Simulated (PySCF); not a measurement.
Correlation energy of Tm²⁺ (thulium, charge +2)

[Xe] 4f13, 2F determinant. Calculation: PySCF 2.14, in cc-pwCVTZ-X2C with one added diffuse shell of g type (12s11p9d7f5g1h, 195 functions); scalar relativity by spin-free X2C-1e. Frozen: [Kr] 4d10; 21 electrons correlated.

MP2 pair energies summed by pair of shells (mhartree):

```
 pair   energy  share (%)
4f-4f  -732.51       55.0
4f-5p  -338.82       25.4
5p-5p  -134.34       10.1
4f-5s   -81.57        6.1
5s-5p   -38.11        2.9
5s-5s    -7.20        0.5
```

Total MP2 correlation energy: -1332.5 mhartree.

Same-spin part -505.11 and opposite-spin part -827.43 mhartree; SCS-MP2 scales them by 1/3 and 6/5 to -1161.3 mhartree.
